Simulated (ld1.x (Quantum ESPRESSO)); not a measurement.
# C: excitation energies, all-electron against TM

ld1.x (Quantum ESPRESSO) 7.5 input, shortened:

```
&input
   title='C', zed=6., rel=1, dft='PBE', iswitch=3,
   config='[He] 2s2 2p0.5'
 /
 &inputp
   pseudotype=2, tm=.true., lloc=0,
   nlcc=.false.
 /
2
2P  2  1   0.50   0.00  1.55  1.55  0.0
2S  1  0   2.00   0.00  0.85  0.85  0.0
 &test
   configts(1)='2s2 2p0.5'
 /
```

Energies are relative to the spin-unpolarised reference configuration 2s2 2p0.5; without spin polarisation the order of configurations can differ from experiment. The frozen-core shift is the all-electron ΔE with the core orbitals held at their reference shape minus the fully relaxed ΔE.

Give the all-electron excitation energy and the error of the potential for: 2s2 2p2; 2s2 2p1; 2s2 2p0; 2s1 2p2; 2s1 2p0; 2s2 2p1.5; 2s2 2p2.3.

```json
{"valence configuration": "2s2 2p2", "charge": "0", "ΔE all-electron (eV)": "-21.093", "error AE − PS (meV)": "+65", "frozen-core shift (meV)": "+0.9"}
{"valence configuration": "2s2 2p1", "charge": "+1", "ΔE all-electron (eV)": "-10.232", "error AE − PS (meV)": "+16", "frozen-core shift (meV)": "+0.2"}
{"valence configuration": "2s2 2p0", "charge": "+2", "ΔE all-electron (eV)": "13.924", "error AE − PS (meV)": "+33", "frozen-core shift (meV)": "+0.6"}
{"valence configuration": "2s1 2p2", "charge": "+1", "ΔE all-electron (eV)": "-1.478", "error AE − PS (meV)": "+85", "frozen-core shift (meV)": "+0.5"}
{"valence configuration": "2s1 2p0", "charge": "+3", "ΔE all-electron (eV)": "62.119", "error AE − PS (meV)": "+160", "frozen-core shift (meV)": "+9.4"}
{"valence configuration": "2s2 2p1.5", "charge": "+0.5", "ΔE all-electron (eV)": "-17.130", "error AE − PS (meV)": "+43", "frozen-core shift (meV)": "+0.6"}
{"valence configuration": "2s2 2p2.3", "charge": "-0.3", "ΔE all-electron (eV)": "-22.252", "error AE − PS (meV)": "+72", "frozen-core shift (meV)": "+0.9"}
```
